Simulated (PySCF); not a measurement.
Bonds (- single, = double, # triple, : aromatic): C1-O2, O2-B3, B3-C4, C4-O5, O5-C6, C4-C7, C7-C8, C8-C9, C9-C4. C1 carries H10, H11, H12; B3 carries H13; C6 carries H14, H15, H16; C7 carries H17, H18; C8 carries H19, H20; C9 carries H21, H22.

Computed data (PySCF 2.14): B3LYP/pcSseg-1 with gauge-including orbitals, PBE0-D3(BJ)/def2-SVP structure. Relativity neglected, gas phase, one computed conformer, averaged over atoms made equivalent by symmetry, fast rotation or ring inversion.

Chemical shifts δ = σref − σ; TMS for $^{13}$C (σ = 179.24 ppm), $^{1}$H (σ = 31.38 ppm); $^{17}$O (σ = 334.04 ppm) vs H2O; $^{11}$B (σ = 97.83 ppm) against BF3·OEt2, all at this level.

| atoms | nucleus | count | δ (ppm) |
| --- | --- | --- | --- |
| H18/H21 | $^{1}$H | 2 | 1.93 |
| C4 | $^{13}$C | 1 | 75.8 |
| H19 | $^{1}$H | 1 | 1.57 |
| H13 | $^{1}$H | 1 | 5.38 |
| C8 | $^{13}$C | 1 | ? |
| O5 | $^{17}$O | 1 | ? |
| C6 | $^{13}$C | 1 | 55.4 |
| B3 | $^{11}$B | 1 | 51.6 |
| H20 | $^{1}$H | 1 | 1.59 |
| H10/H11/H12 | $^{1}$H | 3 | 4.04 |
| C7/C9 | $^{13}$C | 2 | 32.1 |
| H17/H22 | $^{1}$H | 2 | ? |
| O2 | $^{17}$O | 1 | ? |
| C1 | $^{13}$C | 1 | 63.3 |
| H14/H15/H16 | $^{1}$H | 3 | ? |

**Question.** Fill in the missing shifts.

**Answer.** 
- C8: 15.1 ppm, sp3 CH2 in a ring; aliphatic region, no heteroatom directly attached
- H14/H15/H16: 3.10 ppm, hydrogen on a methyl carbon bonded to O; its carbon carries O, an electronegative neighbour
- H17/H22: 1.76 ppm, hydrogen on an sp3 CH2 in a ring
- O2: 182.6 ppm, oxygen bonded to C, B
- O5: 61.1 ppm, ether oxygen

Hydrogens on boron are broadened and split by $^{11}$B (spin 3/2, 80 %) and 10B (spin 3). A carbon bonded to boron is broadened by the quadrupolar boron nucleus and is often missing from a measured spectrum. Shifts are as computed. Against solution values, carbons near 30 ppm lie about +2 ppm off and those near 130 ppm about +6 ppm. Of 1211 compounds with measured shifts, 218 miss one by over three times the rms of a fit or turn the order of signals round; such compounds aren't used in these exercises. Experimental scales use liquid or dissolved standards, which lie at an offset from isolated H2O (liquid H2O: subtract about 36 ppm).
